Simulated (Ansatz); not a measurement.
Ansatz (a first-principles code) input (SVWN5/def2-TZVPD):

Ansatz 0.2 input:
```yaml
crystal:
  periodic: [false, false, false]
  atoms:
    - {symbol: Si, position_ang: [-1.53619033, 0.29221664, -0.40696884]}
    - {symbol: As, position_ang: [0.71875004, -0.13014525, 0.20687279]}
    - {symbol: H, position_ang: [-1.78935326, 1.75630085, -0.29774002]}
    - {symbol: H, position_ang: [-2.42810929, -0.40119054, 0.56423249]}
    - {symbol: H, position_ang: [1.29611773, 0.41542681, -1.09383569]}
    - {symbol: H, position_ang: [0.70925816, -1.56677673, -0.30189512]}
basis:
  gaussian:
    orbitals: def2-TZVPD
hamiltonian:
  xc: {name: SVWN5}
total_charge: 1
```

Output:

```
Functional definition: SVWN5
integrals: 0.05 GiB planned
886 factors; their error is unknown
mean field: 0.39 GiB planned
mean field evaluation 1: about -68650.9561 eV, gradient 2.6e1 eV
mean field evaluation 2: about -68644.6966 eV, gradient 4.3e1 eV
mean field evaluation 4: about -68653.4180 eV, gradient 3.1e0 eV
mean field evaluation 8: about -68653.4482 eV, gradient 1.2e-1 eV
mean field evaluation 16: about -68653.4366 eV, gradient 8.0e-5 eV
mean field -68653.43657097 eV, -2522.9672590126 hartree, gradient 8.0e-5 eV, S^2 0.000000; 0 other end points of the search recorded, 0 dependent functions left out
reference -68653.43660504 eV, -2522.9672602646 hartree; 25, 25 occupied and 108, 108 virtual orbitals, 886 factors
Total energy: -68653.43660504 eV, -2522.9672602646 hartree
```

This state (charge 1, singlet) is run at the relaxed geometry of the species with charge 0 and multiplicity 2.
